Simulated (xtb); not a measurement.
xtb input (GFN2-xTB):

```bash
xtb mol.xyz --gfn 2 --sp --chrg -1 --uhf 0
```
mol.xyz:
```
12

Si    -0.00277911     0.32837953     1.03600486
O     -1.07499468     0.58739374    -0.33825199
C     -2.04441457    -0.36671812    -0.62748010
O      1.25387233    -0.63343331     0.30153774
C      1.85101559    -0.23883265    -0.89955702
H      0.68428275     1.71556768     0.82108655
H     -1.68239926    -1.12746627    -1.34026849
H     -2.38037765    -0.90774642     0.27447996
H     -2.92623956     0.11085819    -1.08196529
H      2.65741969    -0.93973525    -1.16317012
H      1.13275246    -0.21923774    -1.73187016
H      2.28284170     0.77206769    -0.82642399
```

Output:

```
           -------------------------------------------------
          |                Calculation Setup                |
           -------------------------------------------------

           -------------------------------------------------
          |                 G F N 2 - x T B                 |
           -------------------------------------------------

        Reference                      10.1021/acs.jctc.8b01176
      * Hamiltonian:
        H0-scaling (s, p, d)           1.850000    2.230000    2.230000
        zeta-weighting                 0.500000
      * Dispersion:
        s8                             2.700000
        a1                             0.520000
        a2                             5.000000
        s9                             5.000000
      * Repulsion:
        kExp                           1.500000    1.000000
        rExp                           1.000000
      * Coulomb:
        alpha                          2.000000
        third order                    shell-resolved
        anisotropic                    true
        a3                             3.000000
        a5                             4.000000
        cn-shift                       1.200000
        cn-exp                         4.000000
        max-rad                        5.000000

          ...................................................
          :                      SETUP                      :
          :.................................................:
          :  # basis functions                  33          :
          :  # atomic orbitals                  32          :
          :  # shells                           18          :
          :  # electrons                        32          :
          :  max. iterations                   250          :
          :  Hamiltonian                  GFN2-xTB          :
          :  restarted?                      false          :
          :  GBSA solvation                  false          :
          :  PC potential                    false          :
          :  electronic temp.          300.0000000     K    :
          :  accuracy                    1.0000000          :
          :  -> integral cutoff          0.2500000E+02      :
          :  -> integral neglect         0.1000000E-07      :
          :  -> SCF convergence          0.1000000E-05 Eh   :
          :  -> wf. convergence          0.1000000E-03 e    :
          :  Broyden damping             0.4000000          :
          :  net charge                         -1          :
          :  unpaired electrons                  0          :
          ...................................................

 iter      E             dE          RMSdq      gap      omega  full diag
   1    -17.9154857 -0.179155E+02  0.857E+00    3.77       0.0  T
   2    -18.0255174 -0.110032E+00  0.576E+00    3.87       1.0  T
   3    -18.0282951 -0.277767E-02  0.248E+00    3.90       1.0  T
   4    -18.0293727 -0.107762E-02  0.833E-01    3.97       1.0  T
   5    -18.0294646 -0.919007E-04  0.284E-01    3.97       1.0  T
   6    -18.0294842 -0.195893E-04  0.901E-02    3.96       1.0  T
   7    -18.0294877 -0.353796E-05  0.378E-02    3.96       1.0  T
   8    -18.0294882 -0.429473E-06  0.127E-02    3.96       2.3  T
   9    -18.0294883 -0.979701E-07  0.346E-03    3.96       8.4  T
  10    -18.0294883 -0.796570E-08  0.109E-03    3.96      26.4  T
  11    -18.0294883 -0.102882E-08  0.506E-04    3.96      57.0  T
  12    -18.0294883 -0.520355E-09  0.140E-04    3.96     206.6  T

   *** convergence criteria satisfied after 12 iterations ***

         #    Occupation            Energy/Eh            Energy/eV
      -------------------------------------------------------------
         1        2.0000           -0.5017349             -13.6529
       ...           ...                  ...                  ...
        10        2.0000           -0.3254551              -8.8561
        11        2.0000           -0.2765154              -7.5244
        12        2.0000           -0.2221672              -6.0455
        13        2.0000           -0.2176679              -5.9230
        14        2.0000           -0.1982323              -5.3942
        15        2.0000           -0.1915721              -5.2129
        16        2.0000           -0.0857941              -2.3346 (HOMO)
        17                          0.0597222               1.6251 (LUMO)
        18                          0.0789924               2.1495
        19                          0.1994373               5.4270
        20                          0.2178109               5.9269
        21                          0.2780636               7.5665
       ...                                ...                  ...
        32                          0.8411710              22.8894
      -------------------------------------------------------------
                  HL-Gap            0.1455163 Eh            3.9597 eV
             Fermi-level           -0.0130359 Eh           -0.3547 eV

 SCC (total)                   0 d,  0 h,  0 min,  0.006 sec
 SCC setup                      ...        0 min,  0.000 sec (  1.368%)
 Dispersion                     ...        0 min,  0.000 sec (  0.811%)
 classical contributions        ...        0 min,  0.000 sec (  0.289%)
 integral evaluation            ...        0 min,  0.001 sec ( 14.536%)
 iterations                     ...        0 min,  0.003 sec ( 53.848%)
 molecular gradient             ...        0 min,  0.002 sec ( 27.540%)
 printout                       ...        0 min,  0.000 sec (  1.346%)

         :::::::::::::::::::::::::::::::::::::::::::::::::::::
         ::                     SUMMARY                     ::
         :::::::::::::::::::::::::::::::::::::::::::::::::::::
         :: total energy             -17.907383771646 Eh    ::
         :: gradient norm              0.040246181373 Eh/a0 ::
         :: HOMO-LUMO gap              3.959701124828 eV    ::
         ::.................................................::
         :: SCC energy               -18.029479491439 Eh    ::
         :: -> isotropic ES            0.184516060278 Eh    ::
         :: -> anisotropic ES         -0.014314176167 Eh    ::
         :: -> anisotropic XC         -0.010258285232 Eh    ::
         :: -> dispersion             -0.008766571592 Eh    ::
         :: repulsion energy           0.122095719793 Eh    ::
         :: add. restraining           0.000000000000 Eh    ::
         :: total charge              -1.000000000000 e     ::
         :::::::::::::::::::::::::::::::::::::::::::::::::::::

           -------------------------------------------------
          |                Property Printout                |
           -------------------------------------------------

    * Orbital Energies and Occupations

         #    Occupation            Energy/Eh            Energy/eV
      -------------------------------------------------------------
         1        2.0000           -0.5017349             -13.6529
       ...           ...                  ...                  ...
         4        2.0000           -0.4237072             -11.5297
         5        2.0000           -0.3911379             -10.6434
         6        2.0000           -0.3454758              -9.4009
         7        2.0000           -0.3424361              -9.3182
         8        2.0000           -0.3306920              -8.9986
         9        2.0000           -0.3287770              -8.9465
        10        2.0000           -0.3254551              -8.8561
        11        2.0000           -0.2765154              -7.5244
        12        2.0000           -0.2221672              -6.0455
        13        2.0000           -0.2176679              -5.9230
        14        2.0000           -0.1982323              -5.3942
        15        2.0000           -0.1915721              -5.2129
        16        2.0000           -0.0857941              -2.3346 (HOMO)
        17                          0.0597222               1.6251 (LUMO)
        18                          0.0789924               2.1495
        19                          0.1994373               5.4270
        20                          0.2178109               5.9269
        21                          0.2780636               7.5665
        22                          0.3044477               8.2844
        23                          0.3166526               8.6166
        24                          0.3233495               8.7988
        25                          0.3377558               9.1908
        26                          0.3561951               9.6926
        27                          0.3630768               9.8798
       ...                                ...                  ...
        32                          0.8411710              22.8894
      -------------------------------------------------------------
                  HL-Gap            0.1455163 Eh            3.9597 eV
             Fermi-level           -0.0130359 Eh           -0.3547 eV

     #   Z          covCN         q      C6AA      α(0)
     1  14 Si       2.506     0.283   185.486    29.837
     2   8 O        1.613    -0.511    23.159     6.495
     3   6 C        3.679     0.104    19.075     6.256
     4   8 O        1.614    -0.521    23.368     6.524
     5   6 C        3.672     0.115    18.926     6.235
     6   1 H        0.870    -0.263    17.180     6.490
     7   1 H        0.923    -0.037     3.783     3.042
     8   1 H        0.923    -0.031     3.652     2.989
     9   1 H        0.923    -0.038     3.821     3.057
    10   1 H        0.923    -0.046     4.000     3.128
    11   1 H        0.923    -0.027     3.562     2.951
    12   1 H        0.923    -0.028     3.583     2.960

 Mol. C6AA /au·bohr⁶  :       2208.374066
 Mol. C8AA /au·bohr⁸  :      65233.699862
 Mol. α(0) /au        :         79.964935

Wiberg/Mayer (AO) data.
largest (>0.10) Wiberg bond orders for each atom

 ---------------------------------------------------------------------------
     #   Z sym  total        # sym  WBO       # sym  WBO       # sym  WBO
 ---------------------------------------------------------------------------
     1  14 Si   2.464 --     6 H    0.867     4 O    0.811     2 O    0.784
     2   8 O    1.957 --     3 C    1.068     1 Si   0.784
     3   6 C    3.987 --     2 O    1.068     8 H    0.982     9 H    0.976
                             7 H    0.975
     4   8 O    1.954 --     5 C    1.046     1 Si   0.811
     5   6 C    3.987 --     4 O    1.046    11 H    0.980    12 H    0.979
                            10 H    0.977
     6   1 H    0.931 --     1 Si   0.867
     7   1 H    0.999 --     3 C    0.975
     8   1 H    0.999 --     3 C    0.982
     9   1 H    0.999 --     3 C    0.976
    10   1 H    0.998 --     5 C    0.977
    11   1 H    0.999 --     5 C    0.980
    12   1 H    0.999 --     5 C    0.979
 ---------------------------------------------------------------------------

Topologies differ in total number of bonds
Writing topology from bond orders to xtbtopo.mol

molecular dipole:
                 x           y           z       tot (Debye)
 q only:       -0.477      -0.570       0.245
   full:       -0.274      -0.426      -1.338       3.638
molecular quadrupole (traceless):
                xx          xy          yy          xz          yz          zz
 q only:       -4.063       2.163      -0.970      -2.824      -0.596       5.033
  q+dip:       -0.612       3.069       1.813      -2.362      -0.987      -1.201
   full:        0.974       2.699       0.946      -1.439       0.800      -1.920

           -------------------------------------------------
          | TOTAL ENERGY              -17.907383771646 Eh   |
          | GRADIENT NORM               0.040246181373 Eh/α |
          | HOMO-LUMO GAP               3.959701124828 eV   |
Note: The following floating-point exceptions are signalling: IEEE_UNDERFLOW_FLAG IEEE_DENORMAL
normal termination of xtb
           -------------------------------------------------

------------------------------------------------------------------------
------------------------------------------------------------------------
 total:
 SCF:
```

It need not be the lowest isomer of its formula. Whether it binds its extra electron was not tested at this geometry.
